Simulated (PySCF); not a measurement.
Distances in Å between the heavy atoms of a computed structure (PBE0-D3(BJ)/def2-SVP; lower triangle, same order across):
```
F1    0.00
Al2   1.65  0.00
F3    2.81  1.65  0.00
C4    3.10  1.89  3.10  0.00
C5    3.97  3.10  4.41  1.31  0.00
C6    4.63  3.30  4.11  1.53  1.48  0.00
```

Hydrogens: 1 on C5, 2 on C6.

Charge 0, singlet.

(1) Read off the bonds between heavy atoms and their formal orders.

(2) Give the structure as a SMILES string.

(3) Which rings does it hold?

(4) Classify the heavy atoms.

Results:

(1) F1–Al2 (single); Al2–F3 (single); Al2–C4 (single); C4–C5 (double); C5–C6 (single); C4–C6 (single).

(2) `[F][Al]([F])[C]1=CC1`, C3H3AlF2. Among its features: C=C double bond and cyclopropene ring.

(3) C4–C5–C6 (3 members).

(4) F1/F3: fluorine bonded to Al; Al2: aluminium bonded to C and 2 F; C4: fully substituted alkene carbon; C5: alkene CH carbon; C6: allylic carbon.

Conformer computed: `[F:1][Al:2]([F:3])[C:4]1=[CH:5][CH2:6]1`: F1–Al2–C4–C5 -4°.
